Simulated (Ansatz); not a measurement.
Reaction (redistribution): `FBO[SiH2][SiH3]` + `[OH][Al]1[O][SiH2]1` → `O[SiH2]OBF` + `[SiH3][Al]1[O][SiH2]1`

Calculated with Ansatz (gas phase, PBE0-D4/def2-TZVP geometries, no zero-point term in ΔE). CCSD(T)/CBS adds triple-zeta CCSD(T) − MP2 to the extrapolated MP2 energy (def2 sets, frozen cores). DFT in def2-TZVPP. Each species was taken in one conformer, which may not be the lowest.

```json
{"species": "`FBO[SiH2][SiH3]`", "B2PLYP energy (Eh)": "-782.38524"}
{"species": "`[OH][Al]1[O][SiH2]1`", "B2PLYP energy (Eh)": "-684.02178"}
{"species": "`O[SiH2]OBF`", "B2PLYP energy (Eh)": "-567.08529"}
{"species": "`[SiH3][Al]1[O][SiH2]1`", "B2PLYP energy (Eh)": "-899.31989"}
```

Question: Work out ΔE.

Answer: ΔE = (-567.08529) + (-899.31989) − (-782.38524) − (-684.02178) = 0.00184 Eh = +0.05 eV. CCSD(T)/CBS gives +0.06 eV.

Largest T1 diagnostic among the species: 0.016.

The D4 term adds +0.05 eV with B3LYP and +0.02 eV with PBE0; it sums over pairs of atoms, weighted by their polarisabilities, and B3LYP, whose exchange is more repulsive, gets the larger term. In def2-TZVPP, CCSD(T) changes the Hartree–Fock value by +0.08 eV (the triples alone add +0.01 eV) and MP2 by +0.11 eV.

B3LYP here is the variant with VWN-RPA as its local correlation; programs differ in this.
